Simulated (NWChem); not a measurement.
Species: BeSiH$_{4}$O$_{2}$; SMILES [OH][Be][O][SiH3]

```xyz
8

Be    -0.0337     1.3543     0.0002
O     -0.0214     2.7593     0.0001
H      0.5626     3.5110    -0.0023
O     -0.0703    -0.0621     0.0003
Si     0.0132    -1.7025    -0.0001
H     -0.8983    -2.2701    -1.0399
H     -0.3881    -2.2461     1.3335
H      1.4079    -2.1548    -0.2947
```
Atoms are numbered in this order, from 1.

All runs: NWChem. Coordinates come from a PBE0/def2-SVP optimisation. Ions are spin-unrestricted doublets at the neutral geometry; other ion states weren't tried.

Question: Predict the results for CAM-B3LYP/def2-SVP. Quantities: −ε(HOMO) (eV).

Answer: −ε(HOMO) (eV): 9.86
